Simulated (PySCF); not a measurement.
Ti(OH)3(SH) (H4O3STi), SMILES [OH][Ti]([OH])([OH])[SH], multiplicity 1. The structure is a stationary point at B3LYP-D3(BJ)/def2-SVP. The multiplicity is an assumed one; no other spin state was optimised. The structure was generated by enumeration; whether it is a known compound was not checked. The values are those of a single conformer.

Computed equilibrium geometry at B3LYP-D3(BJ)/def2-SVP (PySCF confirms it by a frequency run) as a Z-matrix (one conformer of several):
```
Ti
O 1 1.7768
H 2 0.9645 1 135.94
O 1 1.7849 2 112.51 3 5.87
H 4 0.9651 1 130.62 2 -90.00
O 1 1.7891 2 112.67 3 128.65
H 6 0.9659 1 128.28 2 27.75
S 1 2.3244 2 104.78 3 -112.06
H 8 1.3564 1 91.46 2 -165.16
```
